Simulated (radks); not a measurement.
Removal energies from the chlorine ion Cl9+, [He] 2s2 2p4, by Delta-SCF beside the eigenvalue of the level emptied. Method: scalar-relativistic Kohn-Sham, r2SCAN, spin-polarised, spherical densities, finite nucleus; meta-GGA in the generalised Kohn-Sham scheme; Fermi nuclear charge, rms radius of each element as measured or else 0.836 A^(1/3) + 0.57 fm; computed with a radial shooting solver on a logarithmic mesh with Libxc functionals. Open shells are filled with parallel spins first.

| removed from | final configuration | Delta-SCF (eV) | -eigenvalue (eV) |
|---|---|---|---|
| 2p | [He] 2s2 2p3 | 453.46 | 427.97 |
| 2s | [He] 2s1 2p4 | 509.03 | 486.72 |
| 1s | 1s1 2s2 2p4 | 3128.2 | 3046.7 |
